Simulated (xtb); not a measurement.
xtb input (GFN2-xTB):

```bash
xtb mol.xyz --gfn 2 --ohess tight --chrg -1 --uhf 0
```
mol.xyz:
```
10

C      1.10227355     0.44574971     0.12354361
C     -0.01452089    -0.53352097    -0.14436722
C     -1.33686543    -0.03754306     0.35632562
F     -1.68994085     1.13103855    -0.24814600
H      0.89868571     1.42294657    -0.28636347
H      1.17569295     0.56448556     1.21904793
H      2.05543939     0.01376311    -0.27379329
H     -0.12651288    -0.68670378    -1.28054513
H      0.20450479    -1.53078097     0.27697080
H     -2.15179884    -0.75086870     0.14784689
```

Output:

```
           -------------------------------------------------
          |                Calculation Setup                |
           -------------------------------------------------

           -------------------------------------------------
          |                 G F N 2 - x T B                 |
           -------------------------------------------------

        Reference                      10.1021/acs.jctc.8b01176
      * Hamiltonian:
        H0-scaling (s, p, d)           1.850000    2.230000    2.230000
        zeta-weighting                 0.500000
      * Dispersion:
        s8                             2.700000
        a1                             0.520000
        a2                             5.000000
        s9                             5.000000
      * Repulsion:
        kExp                           1.500000    1.000000
        rExp                           1.000000
      * Coulomb:
        alpha                          2.000000
        third order                    shell-resolved
        anisotropic                    true
        a3                             3.000000
        a5                             4.000000
        cn-shift                       1.200000
        cn-exp                         4.000000
        max-rad                        5.000000

          ...................................................
          :                      SETUP                      :
          :.................................................:
          :  # basis functions                  22          :
          :  # atomic orbitals                  22          :
          :  # shells                           14          :
          :  # electrons                        26          :
          :  max. iterations                   250          :
          :  Hamiltonian                  GFN2-xTB          :
          :  restarted?                      false          :
          :  GBSA solvation                  false          :
          :  PC potential                    false          :
          :  electronic temp.          300.0000000     K    :
          :  accuracy                    1.0000000          :
          :  -> integral cutoff          0.2500000E+02      :
          :  -> integral neglect         0.1000000E-07      :
          :  -> SCF convergence          0.1000000E-05 Eh   :
          :  -> wf. convergence          0.1000000E-03 e    :
          :  Broyden damping             0.4000000          :
          :  net charge                         -1          :
          :  unpaired electrons                  0          :
          ...................................................

 iter      E             dE          RMSdq      gap      omega  full diag
   1    -14.3629509 -0.143630E+02  0.443E+00    9.78       0.0  T
   2    -14.4304571 -0.675062E-01  0.237E+00    8.22       1.0  T
   3    -14.4311550 -0.697878E-03  0.122E+00    8.29       1.0  T
   4    -14.4313286 -0.173589E-03  0.139E-01    8.17       1.0  T
   5    -14.4313441 -0.155540E-04  0.745E-02    8.18       1.0  T
   6    -14.4313456 -0.143000E-05  0.153E-02    8.19       2.1  T
[...]
 * 6 selected distances
Molecule has no symmetry elements
It seems to be the C1 point group

     #   Z          #   Z                                           value/Å
     1   6 C        2   6 C                                       1.5291168 (max)
     1   6 C        5   1 H                                       1.0883962 (min)
     1   6 C        6   1 H                                       1.0896428
     1   6 C        7   1 H                                       1.0968370
     2   6 C        8   1 H                                       1.1133435
     2   6 C        9   1 H                                       1.1014489

 * 2 distinct bonds (by element types)

   Z      Z             #   av. dist./Å        max./Å        min./Å
   1 H    6 C           5     1.0979337     1.1133435     1.0883962
   6 C    6 C           1     1.5291168     1.5291168     1.5291168

           -------------------------------------------------
          |               Frequency Printout                |
           -------------------------------------------------
 projected vibrational frequencies (cm⁻¹)
eigval :       -0.00    -0.00    -0.00    -0.00     0.00     0.00
eigval :      113.71   195.21   319.41   431.26   693.99   821.27
eigval :      877.13   967.34  1028.04  1089.38  1151.19  1266.15
eigval :     1278.52  1333.74  1390.01  1486.98  1508.15  1521.20
eigval :     2476.04  2659.68  2856.91  2897.97  2996.89  3018.29
 reduced masses (amu)
   1:  9.91   2: 16.07   3: 10.63   4: 12.33   5: 14.59   6: 10.15   7: 10.88   8:  3.15
   9:  8.87  10: 10.05  11: 12.02  12:  5.32  13:  7.87  14:  5.76  15:  4.73  16:  7.11
  17:  5.35  18:  2.93  19:  2.93  20:  4.14  21:  3.16  22:  1.90  23:  1.58  24:  1.61
  25:  1.76  26:  1.71  27:  1.66  28:  1.72  29:  1.78  30:  1.59
 IR intensities (km·mol⁻¹)
   1:  1.68   2: 16.63   3:  8.50   4:  9.72   5: 22.32   6:  2.21   7:  2.41   8:  0.41
   9:  8.88  10:  4.42  11: 60.69  12: 38.37  13:  6.42  14: 14.18  15:  6.23  16:  3.33
  17:  7.93  18: 21.06  19:  7.96  20: 45.81  21:  6.10  22: 15.24  23:  2.84  24:  1.64
  25:575.63  26:293.14  27:180.16  28:198.81  29: 93.80  30: 51.09
 Raman intensities (Ä⁴*amu⁻¹)
   1:  0.00   2:  0.00   3:  0.00   4:  0.00   5:  0.00   6:  0.00   7:  0.00   8:  0.00
   9:  0.00  10:  0.00  11:  0.00  12:  0.00  13:  0.00  14:  0.00  15:  0.00  16:  0.00
  17:  0.00  18:  0.00  19:  0.00  20:  0.00  21:  0.00  22:  0.00  23:  0.00  24:  0.00
  25:  0.00  26:  0.00  27:  0.00  28:  0.00  29:  0.00  30:  0.00
 output can be read by thermo (or use thermo option).
 writing <g98.out> molden fake output.
 recommended (thermochemical) frequency scaling factor: 1.0
           -------------------------------------------------
          |             Thermodynamic Functions             |
           -------------------------------------------------

c1  symmetry found (for desy threshold:  0.10E+00) used in thermo

          ...................................................
          :                      SETUP                      :
          :.................................................:
          :  # frequencies                          24      :
          :  # imaginary freq.                       0      :
          :  linear?                             false      :
          :  only rotor calc.                    false      :
          :  symmetry                               c1      :
          :  rotational number                       1      :
          :  scaling factor                  1.0000000      :
          :  rotor cutoff                   50.0000000 cm⁻¹ :
          :  imag. cutoff                  -20.0000000 cm⁻¹ :
          :.................................................:

    mode    ω/cm⁻¹     T·S(HO)/kcal·mol⁻¹    T·S(FR)/kcal·mol⁻¹   T·S(vib)
   ------------------------------------------------------------------------
       1    113.71    -0.95545 ( 96.40%)    -0.81264 (  3.60%)    -0.95030
       2    195.21    -0.64930 ( 99.57%)    -0.65275 (  0.43%)    -0.64932
   ------------------------------------------------------------------------

   temp. (K)  partition function   enthalpy   heat capacity  entropy
Note: The following floating-point exceptions are signalling: IEEE_UNDERFLOW_FLAG IEEE_DENORMAL
normal termination of xtb
                                   cal/mol     cal/K/mol   cal/K/mol   J/K/mol
 298.15  VIB   6.26                 1492.473     10.855      8.635
         ROT  0.487E+05              888.752      2.981     24.432
         INT  0.305E+06             2381.225     13.836     33.067
         TR   0.462E+27             1481.254      4.968     38.231
         TOT                        3862.4790    18.8043    71.2978   298.3100

       T/K    H(0)-H(T)+PV         H(T)/Eh          T*S/Eh         G(T)/Eh
   ------------------------------------------------------------------------
    298.15    0.615525E-02    0.844752E-01    0.338759E-01    0.505993E-01
   ------------------------------------------------------------------------

         :::::::::::::::::::::::::::::::::::::::::::::::::::::
         ::                  THERMODYNAMIC                  ::
         :::::::::::::::::::::::::::::::::::::::::::::::::::::
         :: total free energy         -14.271090797834 Eh   ::
         ::.................................................::
         :: total energy              -14.321690133696 Eh   ::
         :: zero point energy           0.078319968369 Eh   ::
         :: G(RRHO) w/o ZPVE           -0.027720632507 Eh   ::
         :: G(RRHO) contrib.            0.050599335863 Eh   ::
         :::::::::::::::::::::::::::::::::::::::::::::::::::::

optimized geometry written to: xtbopt.xyz

           -------------------------------------------------
          | TOTAL ENERGY              -14.321690133696 Eh   |
          | TOTAL ENTHALPY            -14.237214913275 Eh   |
          | TOTAL FREE ENERGY         -14.271090797834 Eh   |
          | GRADIENT NORM               0.000315278890 Eh/α |
          | HOMO-LUMO GAP               7.470812136959 eV   |
           -------------------------------------------------

------------------------------------------------------------------------
------------------------------------------------------------------------
 total:
 SCF:
 ANC optimizer:
 analytical hessian:
```

It need not be the lowest isomer of its formula. Whether it binds its extra electron was not tested at this geometry.
